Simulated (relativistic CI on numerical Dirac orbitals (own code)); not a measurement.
**Ni+ in a cubic cluster: 2p photoemission with charge transfer**

Computed with a charge-transfer multiplet model of a cubic metal-ligand cluster with up to one ligand hole, Slater and spin-orbit integrals from Dirac-Coulomb-Breit ions, Slater integrals scaled by 0.8. The ground state mixes d9 with configurations of k ligand holes L, whose averages lie at kΔ + k(k − 1)U_dd/2; a core hole lowers each added d electron by U_cd. 20 K, Lorentzian 0.6 eV and Gaussian 0.8 eV FWHM.

Atomic integrals in eV (Slater integrals scaled, ζ unscaled), ground: F2dd 9.736, F4dd 6.042, zeta_d 0.072; with the core hole: F2dd 9.736, F4dd 6.042, zeta_d 0.103, zeta_core 11.413, F2cd 6.198, G1cd 4.674, G3cd 2.657.

Cluster parameters (eV): Δ = 6.2, U_dd = 6, 10Dq = 0.75, 10Dq(ligand) = 0.2, V(eg) = 2.05, V(t2g) = -0.94, final-state hopping factor = 0.8.

| Case | n_d | d9 | d10L | S |
| --- | --- | --- | --- | --- |
| U_cd = 5.9 eV | 9.08 | 0.92 | 0.08 | 0.50 |
| U_cd = 7.1 eV | 9.08 | 0.92 | 0.08 | 0.50 |
| U_cd = 7.7 eV | 9.08 | 0.92 | 0.08 | 0.50 |
| U_cd = 8.9 eV | 9.08 | 0.92 | 0.08 | 0.50 |
| U_cd = 9.5 eV | 9.08 | 0.92 | 0.08 | 0.50 |

Weights, n_d and S are thermal averages at 20 K. Binding energies count from the first peak over 30 % of the highest in each spectrum, which can be another peak from case to case. The parameters are a model scan and need not match a compound or its usual spin state. Peaks in eV (height, largest 100):
- U_cd = 5.9 eV: 0.0 (100), 4.3 (20), 17.5 (46), 21.1 (13)
- U_cd = 7.1 eV: 0.0 (100), 4.4 (28), 17.3 (47), 20.9 (22)
- U_cd = 7.7 eV: 0.0 (100), 3.8 (30), 4.7 (32), 17.3 (47), 21.0 (28)
- U_cd = 8.9 eV: 0.0 (100), 3.5 (49), 5.3 (43), 17.2 (47), 21.6 (42)
- U_cd = 9.5 eV: 0.0 (100), 3.7 (64), 5.7 (50), 17.2 (47), 21.9 (50)

Curve for U_cd = 8.9 eV (points under 2 left out, the grid thinned):

| E (eV) | Intensity |
| --- | --- |
| -3.0 | 2.0 |
| -2.6 | 2.6 |
| -2.1 | 3.9 |
| -1.7 | 6.0 |
| -1.2 | 12.7 |
| -0.8 | 29.9 |
| -0.3 | 80.0 |
| 0.1 | 99.4 |
| 0.6 | 56.2 |
| 1.0 | 25.0 |
| 1.5 | 11.5 |
| 1.9 | 9.6 |
| 2.3 | 12.6 |
| 2.8 | 28.2 |
| 3.2 | 44.7 |
| 3.7 | 47.5 |
| 4.1 | 42.2 |
| 4.6 | 38.3 |
| 5.0 | 40.1 |
| 5.5 | 41.5 |
| 5.9 | 28.0 |
| 6.4 | 10.9 |
| 6.8 | 5.4 |
| 7.2 | 3.4 |
| 7.7 | 2.2 |
| 15.3 | 2.4 |
| 15.8 | 4.4 |
| 16.2 | 9.1 |
| 16.7 | 27.1 |
| 17.1 | 45.5 |
| 17.6 | 36.6 |
| 18.0 | 17.5 |
| 18.5 | 6.8 |
| 18.9 | 4.6 |
| 19.3 | 4.3 |
| 19.8 | 6.8 |
| 20.2 | 12.3 |
| 20.7 | 21.6 |
| 21.1 | 32.4 |
| 21.6 | 42.1 |
| 22.0 | 32.7 |
| 22.5 | 16.2 |
| 22.9 | 8.3 |
| 23.4 | 3.6 |
| 23.8 | 2.2 |

For the case U_cd = 7.7 eV, Δ = 6.2 eV is larger than U_dd = 6 eV, the Mott-Hubbard side of the Zaanen-Sawatzky-Allen scheme. With the core hole the configuration with one ligand hole lies at Δ − U_cd = 0.3, -0.9, -1.5, -2.7, -3.3 eV from the one without, in the order of the table; where this is negative the screened configuration lies lower, though the effective hopping of about 1.6 eV (from the holes of the mixed ground state) mixes the two strongly wherever it is as large as the gap.
